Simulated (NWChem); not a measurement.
System: InI$_{2}$Cl; SMILES [Cl][In]([I])[I]

```xyz
4

In     0.0000     0.0000    -0.5560
Cl     0.0000     0.0000    -2.8918
I      2.3205     0.0000     0.7208
I     -2.3205     0.0000     0.7208
```
Atoms are numbered in this order, from 1.

Structure relaxed at the PBE0/def2-SVP level. def2 effective core potentials on In, I; no spin-orbit coupling.

Symmetry labels are those of C2v in the frame above (b1 and b2, or b-type labels, depend on it).

Problem. List the 4 lowest vertical singlet excitations from PBE/def2-SVP with def2 effective core potentials on In, I, TDA (NWChem).

Solution. 
| state | energy (eV) | oscillator strength | symmetry | leading excitation (squared amplitude) |
|---|---|---|---|---|
| S1 | 3.17 | 0.005 | b1 | HOMO → LUMO (0.99) |
| S2 | 3.29 | 0.000 | a2 | HOMO−1 → LUMO (1.00) |
| S3 | 3.39 | 0.016 | a1 | HOMO−2 → LUMO (0.98) |
| S4 | 3.52 | 0.005 | b2 | HOMO−3 → LUMO (1.00) |
